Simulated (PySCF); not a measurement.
Dipole moment and polarisability of `C#C[C@H](CC)C(F)(F)F`

C6H7F3.
Structure used (GFN2-xTB), in Å, numbered top down from 1:
```xyz
16
C6H7F3 angstrom
C      2.1306   -1.2983    0.7138
C      1.2120   -0.5400    0.6094
C      0.1189    0.4027    0.4464
C     -0.8259   -0.0145   -0.6930
C     -1.5448   -1.3156   -0.3635
C      0.7053    1.7844    0.1637
F      1.3939    1.8317   -0.9842
F     -0.2534    2.7230    0.0699
F      1.5378    2.1956    1.1316
H      2.9272   -1.9721    0.8194
H     -0.4390    0.4823    1.3876
H     -0.2421   -0.1353   -1.6079
H     -1.5545    0.7830   -0.8541
H     -0.8259   -2.1127   -0.1899
H     -2.1572   -1.2028    0.5283
H     -2.1904   -1.6025   -1.1890
```

Level: PBE0/def2-SVPD (PySCF), static field, nuclei fixed, core orbitals frozen in the response. The polarisability tensor in these axes (au):

```
x   78.18 -5.92  5.56
y   -5.92 74.96 -1.23
z    5.56 -1.23 60.94
```

**Question.** What are the eigenvalues, a third of the trace, and Δα (Δα² = ½Σ(αi − αj)² over the three pairs)?

**Answer.** Principal values 59.28, 70.91 and 83.88 au; mean 71.36 au = 10.57 Å³ = 11.77 × 10⁻⁴⁰ C²·m²/J; Δα = 21.31 au (30 % of the mean).

**Question.** What is the dipole moment, and where does it point?

**Answer.** (-1.25, -2.12, 0.07) D, 2.46 D in size, pointing from the negative to the positive side. Measured along this direction, the outermost atoms are F9 at the negative end and H16 at the positive end.

**Question.** Refractivity n − 1 of an ideal gas of it at 400 K and 1 atm, from the electronic α?

**Answer.** N = p/kT = 1.8347 × 10¹⁹ cm⁻³, so n − 1 = 2π × N × 10.57 × 10⁻²⁴ cm³ = 1219 × 10⁻⁶ at long wavelengths.

**Question.** What depolarisation ratio follows for Rayleigh scattering of linearly polarised light, taking the static tensor?

**Answer.** ρ = 3Δα²/(45ᾱ² + 4Δα²) = 1362.9/(229143 + 1817.2) = 0.0059.

**Question.** Molar refractivity from α?

**Answer.** Lorentz–Lorenz: R = (4π/3)N_A α = 2.5225 cm³/(mol·Å³) × 10.57 Å³ = 26.7 cm³/mol, in the limit of long wavelengths.

**Question.** Find the Langevin capture rate constant for NO+ (29.998 u) meeting this molecule (136.050 u), k = 2.342 × 10⁻⁹ cm³/s × √(α in Å³ / reduced mass in u).

**Answer.** The reduced mass is 24.58 u, so k = 1.54 × 10⁻⁹ cm³/s. The formula leaves out the permanent dipole, which adds to the capture rate.

The structure is a single GFN2-xTB conformer in the gas phase; no vibrational or solvent corrections.
